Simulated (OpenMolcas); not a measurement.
Rh5+ (d4) among equal point charges was computed by CASSCF with the d shell active (OpenMolcas, ANO-RCC-VTZP on the metal). Its lowest spin-free states, and all those of the highest spin:

```tsv
2S+1	Degeneracy	E (cm-1)
5	1	0.0
5	1	8990
5	1	17267
5	2	17882
3	2	22338
3	1	23094
3	1	23471
3	1	25758
3	2	27108
3	1	28346
3	1	29217
3	2	29570
```

Task: Is the site octahedral, tetrahedral or cube-like, axial, or of lower symmetry?

Result: The states with 2S+1 = 5 have orbital degeneracies 1, 1, 1, 2. There are pairs but no triples, so the site is axial: not cubic, but with a proper or improper axis of order three or more. The run had Rh5+ among 5 point charges of -2 e arranged as a square pyramid (C4v), 1.78 Å from the ion, with the axial distance 1.922 Å.

Without dynamic correlation the repulsion within the d shell is too large (B by tens of per cent), so at a given field states of lower spin stand too high. Point charges give a weaker field than real ligands, and real ions of this kind are as a rule low spin; the high spin found here belongs to the model. Point charges carry no covalency, so the field is a model and not that of real ligands. An unlabelled pair can be two single states that coincide in this model. No measured value stands beside these numbers.
